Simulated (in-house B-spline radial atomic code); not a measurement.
The outermost shell (largest non-relativistic mean radius) with and without relativity; Dirac values are averaged over j. Computed with a B-spline radial code for spherical atoms: non-relativistic Hartree-Fock and Dirac-Hartree-Fock, averages of the configuration (point nuclei without relativity, finite nuclei with it).

| ion | configuration | outermost shell | radius non-relativistic (bohr) | radius Dirac (bohr) | radius change (%) | level non-relativistic (eV) | level Dirac (eV) |
| --- | --- | --- | --- | --- | --- | --- | --- |
| K | [Ar] 4s1 | 4s | 5.2437 | 5.224 | -0.3759 | -4.013 | -4.0281 |
| Ca | [Ar] 4s2 | 4s | 4.2185 | 4.2021 | -0.38902 | -5.321 | -5.3419 |
| Sc | [Ar] 3d1 4s2 | 4s | 3.9597 | 3.938 | -0.54799 | -5.717 | -5.7531 |
| Ti | [Ar] 3d2 4s2 | 4s | 3.7662 | 3.741 | -0.6681 | -6.038 | -6.0857 |
| V | [Ar] 3d3 4s2 | 4s | 3.6068 | 3.5785 | -0.78238 | -6.325 | -6.3832 |
| Cr | [Ar] 3d5 4s1 | 4s | 3.8431 | 3.7938 | -1.2821 | -5.647 | -5.7391 |
